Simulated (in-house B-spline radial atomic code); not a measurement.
Radial electron density of Kr⁺, [Ar] 3d10 4s2 4p5. Computed with a B-spline radial code for spherical atoms: scalar-relativistic (X2C) r2SCAN0, spin-polarised, spherical fractional occupations, Fermi nucleus of rms radius 4.1884 fm.

Caution: exact exchange at fractional occupations of open shells leaves self-interaction of up to several eV.

One-electron X2C: radii and densities carry no picture-change correction, so inner-shell <1/r> comes out high (for 1s by about 2 % at Z = 33, 5 % at 54, 10 % at 75, 30 % at 118) and <r> low.

Columns: r (bohr), 4πr²n(r) (electrons per bohr), bar.

```
  0.0015    1.297 #
 0.00183    1.817 ##
 0.00224    2.549 ##
 0.00273    3.529 ###
 0.00333    4.858 ####
 0.00407    6.651 ######
 0.00497    8.997 #######
 0.00606    11.98 ##########
  0.0074    15.74 #############
 0.00903    20.25 #################
   0.011    25.39 #####################
  0.0134    30.92 ##########################
  0.0164    36.49 ##############################
    0.02    41.15 ##################################
  0.0244    44.17 #####################################
  0.0298    44.87 #####################################
  0.0364    43.14 ####################################
  0.0444    39.93 #################################
  0.0542    37.17 ###############################
  0.0661    37.22 ###############################
  0.0807     41.3 ##################################
  0.0985    47.99 ########################################
    0.12    53.07 ############################################
   0.147    52.13 ###########################################
   0.179    44.45 #####################################
   0.218    34.72 #############################
   0.267    29.68 #########################
   0.325    32.07 ###########################
   0.397    36.69 ##############################
   0.484       36 ##############################
   0.591    28.03 #######################
   0.721    17.44 ##############
    0.88     9.67 ########
    1.07     6.44 #####
    1.31    5.655 #####
     1.6    4.963 ####
    1.95    3.569 ###
    2.38    1.973 ##
    2.91   0.8087 #
    3.55    0.241 
    4.33  0.04944 
    5.28 0.006582 
    6.45 0.0005093
```

On this grid the curve has 3 maxima, near 0.0298, 0.12, 0.397 bohr.

The 4s down radial function P(r) = rR(r), positive near the nucleus:

| r (bohr) | P |
| --- | --- |
| 0.000556 | 0.01436 |
| 0.000827 | 0.02034 |
| 0.00123 | 0.0287 |
| 0.00183 | 0.04024 |
| 0.00273 | 0.056 |
| 0.00407 | 0.07668 |
| 0.00606 | 0.1024 |
| 0.00903 | 0.1315 |
| 0.0134 | 0.1583 |
| 0.02 | 0.1707 |
| 0.0298 | 0.1469 |
| 0.0444 | 0.06155 |
| 0.0661 | -0.09038 |
| 0.0985 | -0.2479 |
| 0.147 | -0.2565 |
| 0.218 | 0.007443 |
| 0.325 | 0.381 |
| 0.484 | 0.371 |
| 0.721 | -0.205 |
| 1.07 | -0.8075 |
| 1.6 | -0.8468 |
| 2.38 | -0.4373 |
| 3.55 | -0.1064 |
| 5.28 | -0.009469 |
